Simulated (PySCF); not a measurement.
## Correlation energy of Ne⁺ (neon, charge +1)

[He] 2s2 2p5, 2P determinant. Computed with PySCF 2.14 in dyall-acv3z (15s9p4d2f, 76 functions), with scalar relativity by spin-free X2C-1e. Frozen: 1s2; 7 electrons correlated; the 19 highest virtual orbitals of each spin left out.

| level | correlation energy (mhartree) |
| --- | --- |
| CCSD | -220.27 |
| (T) | -2.99 |
| CCSD(T) | -223.26 |

Diagnostics: T1 = 0.0040, D1 = 0.0062, largest double amplitude 0.023.

Cost of the coupled-cluster step: of the order of 5 core-seconds, for 7 correlated electrons.

Iterations:

```
CC2 = 0
CCSD nocc = (np.int64(4), np.int64(3)), nmo = (56, 56)
frozen orbitals [[0, 57, 58, 59, 60, 61, 62, 63, 64, 65, 66, 67, 68, 69, 70, 71, 72, 73, 74, 75], [0, 57, 58, 59, 60, 61, 62, 63, 64, 65, 66, 67, 68, 69, 70, 71, 72, 73, 74, 75]]
max_cycle = 100
direct = 0
conv_tol = 1e-08
conv_tol_normt = 1e-06
diis_space = 8
diis_start_cycle = 0
Init t2, MP2 energy = -0.208806432641199
Init E_corr(UCCSD) = -0.208806432643089
cycle = 1  E_corr(UCCSD) = -0.21774424577137  dE = -0.00893781313  norm(t1,t2) = 0.0187999
cycle = 2  E_corr(UCCSD) = -0.219683302383585  dE = -0.00193905661  norm(t1,t2) = 0.00518957
cycle = 3  E_corr(UCCSD) = -0.220260623667313  dE = -0.000577321284  norm(t1,t2) = 0.00219015
cycle = 4  E_corr(UCCSD) = -0.220280957770228  dE = -2.03341029e-05  norm(t1,t2) = 0.000560391
cycle = 5  E_corr(UCCSD) = -0.220262574048743  dE = 1.83837215e-05  norm(t1,t2) = 0.000221563
cycle = 6  E_corr(UCCSD) = -0.220265939680936  dE = -3.36563219e-06  norm(t1,t2) = 3.1941e-05
cycle = 7  E_corr(UCCSD) = -0.2202663103473  dE = -3.70666364e-07  norm(t1,t2) = 6.84868e-06
cycle = 8  E_corr(UCCSD) = -0.220266124393227  dE = 1.85954073e-07  norm(t1,t2) = 1.87936e-06
cycle = 9  E_corr(UCCSD) = -0.220266108764139  dE = 1.5629088e-08  norm(t1,t2) = 3.98685e-07
cycle = 10  E_corr(UCCSD) = -0.220266118722575  dE = -9.95843599e-09  norm(t1,t2) = 8.97261e-08
UCCSD converged
E(UCCSD) = -128.1829121039542  E_corr = -0.2202661187225754
UCCSD(T) correction = -0.0029919585532314
```
